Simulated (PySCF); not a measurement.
Structure with atom numbers: `[cH:1]1[cH:2][cH:3][c:4]([SiH:5]2[CH2:6][CH2:7]2)[cH:8][cH:9]1`. Each H is labelled by its parent atom. Ha(C6), Ha(C7) are cis to C4 on the ring; Hb(C6), Hb(C7) are trans to C4 on the ring.

Theory: shieldings: GIAO PBE/pcSseg-1, PBE0-D3(BJ)/def2-SVP geometry, in PySCF 2.14 (no relativistic terms, one conformer, averaged over atoms made equivalent by symmetry, fast rotation or ring inversion, no solvent).

Scale: TMS for 13C (σ = 180.03 ppm) and 1H (σ = 31.20 ppm) and 29Si (σ = 334.61 ppm) (reference shieldings calculated alike).

| atoms | nucleus | count | δ (ppm) |
| --- | --- | --- | --- |
| H(C1) | 1H | 1 | 7.29 |
| Ha(C6)/Ha(C7) | 1H | 2 | ? |
| C4 | 13C | 1 | ? |
| C1 | 13C | 1 | 132.3 |
| H(Si5) | 1H | 1 | 3.57 |
| H(C2)/H(C9) | 1H | 2 | 7.27 |
| Hb(C6)/Hb(C7) | 1H | 2 | 0.85 |
| C2/C9 | 13C | 2 | 131.1 |
| C6/C7 | 13C | 2 | -0.4 |
| Si5 | 29Si | 1 | ? |
| H(C3)/H(C8) | 1H | 2 | 7.40 |
| C3/C8 | 13C | 2 | ? |

Question: Fill in the missing shifts.

Answer: 
- C3/C8: 136.7 ppm, aromatic CH; the aromatic region
- C4: 136.0 ppm, substituted aromatic carbon
- Ha(C6)/Ha(C7): 0.84 ppm, hydrogen on a three-membered-ring carbon; cyclopropane-type protons are shielded by the ring
- Si5: -116.1 ppm, silicon bonded to 3 C, H, in a 3-membered ring

Shifts are as computed. Against solution values, carbons near 30 ppm lie about +2 ppm off and those near 130 ppm about +2 ppm. Of 1211 compounds with measured shifts, 218 miss one by over three times the rms of a fit or turn the order of signals round; such compounds aren't used in these exercises.
